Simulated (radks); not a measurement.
Charge is removed step by step from the 1s down level of S8+, starting from 1s(up 1, down 1) 2s2 2p4. Calculated with a radial shooting solver on a logarithmic mesh with Libxc functionals: scalar-relativistic Kohn-Sham, PBE, spin-polarised, spherical densities, finite nucleus; open shells are filled with parallel spins first; Fermi nuclear charge, rms radius 3.2611 fm.

removed (e)  E - E(0) (eV)  eigenvalue (eV)
0                    0.000          -2643.0
0.1                 265.20          -2661.4
0.2                 532.23          -2679.6
0.3                 801.06          -2697.4
0.4                 1071.7          -2714.9
0.5                 1344.0          -2732.0
0.6                 1618.0          -2748.3
0.7                 1893.6          -2763.7
0.8                 2170.6          -2777.5
0.9                 2449.0          -2788.7

The mean slope of the eigenvalue, de/dn, is 162 eV per electron.
